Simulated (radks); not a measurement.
Q: Ionisation of the neodymium ion Nd3+, [Xe] 4f3, to [Xe] 4f2 as the strength of local exchange is varied. All-electron calculation, Dirac Kohn-Sham, Slater X-alpha exchange (alpha = 2/3 is LDA exchange), no correlation, spin-unpolarised, spherical densities, finite nucleus; open shells fill j = l - 1/2 first; Fermi nuclear charge, rms radius 4.9123 fm. Program: a radial shooting solver on a logarithmic mesh with Libxc functionals.

alpha  E(Nd3+) (hartree)  exchange (hartree)  IE (eV)  -e of the level emptied (eV)  <r> of it (bohr)
0.578         -9587.4787           -181.0111   36.028                27.012 (4f5/2)            0.9986
0.646         -9608.7971           -202.7424   38.116                28.908 (4f5/2)            0.9786
0.701         -9626.0734           -220.3856   39.844                30.486 (4f5/2)            0.9635
0.724         -9633.3069           -227.7812   40.577                31.157 (4f5/2)            0.9575
0.8           -9657.2462           -252.2926   43.039                33.421 (4f5/2)            0.9387
x             -9615.3899           -209.4719   38.772                29.506 (4f5/2)            0.9727

Which alpha was used in the last row?

A: alpha = 0.667. NIST Atomic Spectra Database: 40.60 eV (semi-empirical). The Delta-SCF value meets it near alpha = 0.72. Spin polarisation and multiplet splitting are left out, so open shells lie too high by an amount that depends on their filling.

Beside tabulated values, note that spin-unpolarised runs miss the spin-polarisation part of the exchange energy of open shells. No tabulated value is given for the 4+ ions of Nd, Pm and Eu to Yb, where it belongs to another shell than the one emptied here.
